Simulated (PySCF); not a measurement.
This PySCF input asks for the NMR shieldings of SMILES CCCC[P-]N(C)CC, [C$_{7}$H$_{17}$NP]-; the geometry comes from GFN2-xTB.

```python
import basis_set_exchange as bse
import numpy as np
from pyscf import gto, dft
from pyscf.prop import nmr

atoms = """
C     3.184178   -1.121083    0.213560
C     2.453171   -0.006912   -0.524609
C     1.620083    0.870069    0.399464
C     0.716500    1.810441   -0.398110
P    -0.524092    0.992813   -1.586579
N    -1.704688    0.342037   -0.478356
C    -2.519762    1.248030    0.278653
C    -1.458105   -0.916351    0.169933
C    -2.672063   -1.853632    0.120127
H     2.471927   -1.763895    0.727960
H     3.760956   -1.733104   -0.479787
H     3.867761   -0.709202    0.957454
H     3.175555    0.616249   -1.060417
H     1.763422   -0.423476   -1.264127
H     0.997469    0.231517    1.031221
H     2.277689    1.453967    1.062246
H     1.330445    2.453015   -1.037476
H     0.166942    2.462486    0.292863
H    -2.115486    1.446835    1.289683
H    -2.573448    2.190055   -0.263712
H    -3.539888    0.854003    0.401603
H    -1.168207   -0.782922    1.232608
H    -0.625349   -1.389092   -0.355360
H    -3.503618   -1.443488    0.690537
H    -2.414521   -2.828164    0.536315
H    -2.987916   -1.977583   -0.912575
"""
names = dict.fromkeys(["C", "P", "N", "H"], "pcSseg-1")
basis = {el: gto.basis.parse(bse.get_basis(n, elements=[el], fmt="nwchem")) for el, n in names.items()}
mol = gto.M(atom=atoms, basis=basis, charge=-1, verbose=0)
mf = dft.RKS(mol, xc="PBE0")
mf.grids.level = 2
mf.grids.alignment = dft.numint.BLKSIZE   # the property module wants whole blocks of grid points
mf.conv_tol = 1e-9
mf.kernel()

calc = nmr.RKS(mf)   # GIAO
C = mf.mo_coeff
Co = C[:, mf.mo_occ > 0]
resp = mf.gen_response(singlet=True, hermi=2)
def vind(x):   # induced exchange potential for any number of trial vectors
    d = np.einsum("pi,xij,qj->xpq", C, 2 * x.reshape(-1, C.shape[1], Co.shape[1]), Co, optimize=True)
    return np.einsum("xpq,pi,qj->xij", resp(d - d.transpose(0, 2, 1)), C, Co, optimize=True).ravel()
mo1, _ = nmr.rhf.solve_mo1(calc, with_cphf=vind)
sigma = calc.kernel(mo1)
for i, s in enumerate(sigma):   # ppm
    print("%2d %-2s %9.2f" % (i, mol.atom_pure_symbol(i), np.trace(s) / 3))
```

Q: What does it print?

A: 
```
 0 C     169.09
 1 C     162.92
 2 C     144.87
 3 C     151.28
 4 P     140.33
 5 N     226.62
 6 C     136.32
 7 C     114.40
 8 C     168.95
 9 H      31.04
10 H      30.82
11 H      30.81
12 H      31.51
13 H      26.94
14 H      30.89
15 H      29.85
16 H      31.33
17 H      27.90
18 H      28.73
19 H      28.08
20 H      28.19
21 H      28.28
22 H      27.49
23 H      30.73
24 H      31.33
25 H      30.85
```

These numbers come from an equivalent density-fitted implementation of the same equations, which agrees with the script to about 0.01 ppm for H and up to a few tenths of a ppm for heavy atoms, so last digits may differ.

Q: Turn these shieldings into chemical shifts. Chemical shifts δ = σref − σ; TMS for 13C (σref 186.93) and 1H (σref 31.72); 31P (σref 318.38) vs H3PO4; 15N (σref 267.73) vs NH3, all at this level.

A: Averaging equivalent atoms: C 7: 72.5; C 6: 50.6; C 2: 42.1; C 3: 35.6; C 1: 24.0; C 8: 18.0; C 0: 17.8; P 4: 178.0; N 5: 41.1; H 21/22: 3.83; H 18/19/20: 3.38; H 12/13: 2.50; H 16/17: 2.10; H 14/15: 1.35; H 9/10/11: 0.83; H 23/24/25: 0.75 ppm. Experimental scales use liquid or dissolved standards, which lie at an offset from isolated NH3 (liquid NH3: subtract about 20 ppm) and H3PO4.

Size and cost of the density-fitted run: 245 basis functions, 57 s wall time on 1 thread of an Arm Neoverse V2, shared host; peak memory 1.2 GiB.
